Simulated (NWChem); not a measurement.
System: C₂H₆ClFSi; SMILES C([Si@H](Cl)F)C

Here is an NWChem input.

```
start job
memory heap 200 mb stack 900 mb global 1100 mb
geometry units angstroms noautosym nocenter noautoz
  C     -0.962750     1.980641     0.651400
  C     -0.280120     1.500108    -0.627348
  Si     0.566679    -0.147943    -0.484305
  F      1.705498    -0.068548     0.669155
  Cl    -0.786277    -1.590640     0.101133
  H     -1.732439     1.267537     0.983711
  H     -1.450938     2.955619     0.502830
  H     -0.238998     2.091493     1.473124
  H      0.486053     2.222299    -0.963137
  H     -1.003778     1.421844    -1.458221
  H      1.225361    -0.603377    -1.733546
end
basis spherical
  * library sto-3g
end
dft
  xc m06-2x
  iterations 150
end
cosmo
  do_cosmo_smd true
  solvent water
end
task dft energy
```

Parts of the log:

```
             Northwest Computational Chemistry Package (NWChem) 7.3.0
             --------------------------------------------------------

                             Geometry "geometry" -> ""
                             -------------------------

 Output coordinates in angstroms (scale by  1.889725989 to convert to a.u.)

  No.       Tag          Charge          X              Y              Z
 ---- ---------------- ---------- -------------- -------------- --------------
    1 C                    6.0000    -0.96275000     1.98064100     0.65140000
    2 C                    6.0000    -0.28012000     1.50010800    -0.62734800
    3 Si                  14.0000     0.56667900    -0.14794300    -0.48430500
    4 F                    9.0000     1.70549800    -0.06854800     0.66915500
    5 Cl                  17.0000    -0.78627700    -1.59064000     0.10113300
    6 H                    1.0000    -1.73243900     1.26753700     0.98371100
    7 H                    1.0000    -1.45093800     2.95561900     0.50283000
    8 H                    1.0000    -0.23899800     2.09149300     1.47312400
    9 H                    1.0000     0.48605300     2.22229900    -0.96313700
   10 H                    1.0000    -1.00377800     1.42184400    -1.45822100
   11 H                    1.0000     1.22536100    -0.60337700    -1.73354600

 Effective nuclear repulsion energy (a.u.)     299.7381814319

                                 NWChem DFT Module
                                 -----------------

 Summary of "ao basis" -> "ao basis" (spherical)
 ------------------------------------------------------------------------------
       Tag                 Description            Shells   Functions and Types
 ---------------- ------------------------------  ------  ---------------------
 C                           sto-3g                  3        5   2s1p
 Si                          sto-3g                  5        9   3s2p
 F                           sto-3g                  3        5   2s1p
 Cl                          sto-3g                  5        9   3s2p
 H                           sto-3g                  1        1   1s

 in cosmo_initialize ...
 calling solv_data for solv:h2o

 solvent parameters
 solvname_short: h2o
 solvname_long:  water
 dielec:       78.4000
 dielecinf:     1.7769
 aqueous SMD model solvent descriptors
 dielec:       78.4000
 sola:          0.8200

          ---------------
          -cosmo- solvent
          ---------------
 Cosmo: York-Karplus, doi: 10.1021/jp992097l
 dielectric constant -eps-     =  78.40
 screen = (eps-1)/(eps    )    =   0.98724
 surface charge correction     = lagrangian

   van der Waals surface
 --------------------------

[...]

                                COSMO-SMD solvation results
                                ---------------------------

             internal energy in gas <Psi(g)|H|Psi(g)> =      -918.716996393627
         internal energy in solvent <Psi(s)|H|Psi(s)> =      -918.716598093456
                               delta internal energy  =         0.000398300172 (    0.25 kcal/mol)
   total free energy in solvent <Psi(s)|H+V/2|Psi(s)> =      -918.722175358709
 polarization energy contribution <Psi(s)|V/2|Psi(s)> =        -0.005577265253 (   -3.50 kcal/mol)
    total free energy in solvent including G(SMD-CDS) =      -918.717071726924
                       G(SMD-CDS) energy contribution =         0.005103631785 (    3.20 kcal/mol)
     1 M fixed-concentration free energy of solvation =        -0.000075333297 (   -0.05 kcal/mol)

                       DFT Final Molecular Orbital Analysis
                       ------------------------------------

 Vector   27  Occ=2.000000D+00  E=-3.008153D-01
              MO Center=  8.2D-01, -4.8D-01,  3.2D-01, r^2= 3.0D+00
   Bfn.  Coefficient  Atom+Function         Bfn.  Coefficient  Atom+Function
  ----- ------------  ---------------      ----- ------------  ---------------
    23      0.549579   4 F  py               31      0.462977   5 Cl px
    24     -0.450613   4 F  pz               22      0.319347   4 F  px
    33     -0.312647   5 Cl pz               39     -0.219763  11 H  s
    27     -0.126344   5 Cl px                9      0.119115   2 C  py
    32      0.093351   5 Cl py               29      0.084911   5 Cl pz

 Vector   28  Occ=2.000000D+00  E=-2.985604D-01
              MO Center= -4.9D-01, -1.4D+00,  1.1D-01, r^2= 2.0D+00
   Bfn.  Coefficient  Atom+Function         Bfn.  Coefficient  Atom+Function
  ----- ------------  ---------------      ----- ------------  ---------------
    33      0.846890   5 Cl pz               31      0.454964   5 Cl px
    22      0.242438   4 F  px               29     -0.230730   5 Cl pz
    23      0.160052   4 F  py               39      0.127354  11 H  s
    27     -0.123678   5 Cl px               24      0.121224   4 F  pz
     9     -0.067894   2 C  py               19     -0.056315   3 Si pz

 Vector   29  Occ=2.000000D+00  E=-2.761702D-01
              MO Center=  3.2D-01, -3.7D-02, -1.1D-01, r^2= 3.9D+00
   Bfn.  Coefficient  Atom+Function         Bfn.  Coefficient  Atom+Function
  ----- ------------  ---------------      ----- ------------  ---------------
    23      0.447003   4 F  py               32      0.443805   5 Cl py
     9      0.381759   2 C  py               39      0.312958  11 H  s
    22     -0.277227   4 F  px               31     -0.272606   5 Cl px
     8     -0.187113   2 C  px               24      0.161612   4 F  pz
    35     -0.155266   7 H  s                33      0.150330   5 Cl pz

 Vector   30  Occ=0.000000D+00  E= 2.142450D-01
              MO Center=  8.0D-02, -6.0D-01, -3.0D-01, r^2= 2.1D+00
   Bfn.  Coefficient  Atom+Function         Bfn.  Coefficient  Atom+Function
  ----- ------------  ---------------      ----- ------------  ---------------
    16      0.867444   3 Si s                17     -0.548323   3 Si px
    32     -0.547524   5 Cl py               18     -0.521635   3 Si py
    31     -0.501932   5 Cl px               30     -0.425097   5 Cl s
    39     -0.323816  11 H  s                 9      0.237255   2 C  py
    33      0.225338   5 Cl pz               22      0.220925   4 F  px

 Vector   31  Occ=0.000000D+00  E= 3.190448D-01
              MO Center=  9.5D-01,  2.3D-01, -3.9D-01, r^2= 1.9D+00
   Bfn.  Coefficient  Atom+Function         Bfn.  Coefficient  Atom+Function
  ----- ------------  ---------------      ----- ------------  ---------------
    16      0.748705   3 Si s                17      0.667777   3 Si px
    18      0.466734   3 Si py               24      0.461520   4 F  pz
    39     -0.453298  11 H  s                21     -0.383301   4 F  s
     9      0.357842   2 C  py                7     -0.339270   2 C  s
    22      0.336278   4 F  px               13     -0.200786   3 Si px

 Vector   32  Occ=0.000000D+00  E= 3.272048D-01
              MO Center=  4.2D-01,  1.6D-01, -5.7D-01, r^2= 2.6D+00
   Bfn.  Coefficient  Atom+Function         Bfn.  Coefficient  Atom+Function
  ----- ------------  ---------------      ----- ------------  ---------------
    19      0.924574   3 Si pz               39      0.556080  11 H  s
     7      0.376633   2 C  s                18     -0.346125   3 Si py
    22      0.316492   4 F  px               17      0.293957   3 Si px
     9     -0.284080   2 C  py               16     -0.282464   3 Si s
     5      0.271759   1 C  pz               15     -0.270840   3 Si pz

     Multipole analysis of the density
     ---------------------------------

     L   x y z        total         alpha         beta         nuclear
     -   - - -        -----         -----         ----         -------
     0   0 0 0     -0.000000    -29.000000    -29.000000     58.000000

     1   1 0 0      0.504804      0.493984      0.493984     -0.483165
     1   0 1 0      0.988930      0.011739      0.011739      0.965452
     1   0 0 1     -0.590845     -0.210819     -0.210819     -0.169208

     2   2 0 0    -31.551295   -114.203715   -114.203715    196.856134
     2   1 1 0     -1.693263      4.505186      4.505186    -10.703635
     2   1 0 1     -0.712481      2.403797      2.403797     -5.520074
     2   0 2 0    -32.568868   -199.197178   -199.197178    365.825488
     2   0 1 1      0.171985     -4.550101     -4.550101      9.272186
     2   0 0 2    -29.766997    -53.887870    -53.887870     78.008743
```

Level: M06-2X/STO-3G, SMD on the gas-phase geometry. Structure relaxed at the PBE0/def2-SVP level. Solvent: water.
